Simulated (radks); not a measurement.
Results of a calculation; reference values are marked as such.
Level of theory: scalar-relativistic Kohn-Sham, LB94 model potential, spin-polarised, spherical densities, finite nucleus; open shells are filled with parallel spins first; Fermi nuclear charge, rms radius of each element as measured or else 0.836 A^(1/3) + 0.57 fm (a radial shooting solver on a logarithmic mesh with Libxc functionals). Response by self-consistent Sternheimer equations with the Hartree and adiabatic LDA kernel, the relativistic mass of each level held fixed and spin-orbit coupling left out. Rank F+, F2+, F5+, F, F3+, F6+, F4+ (NIST ground configurations) by static dipole polarisability, largest first.

Answer. F 3.543, F+ 1.792, F2+ 1.235, F3+ 0.9450, F4+ 0.8017, F5+ 0.7628, F6+ 0.6359 bohr^3.
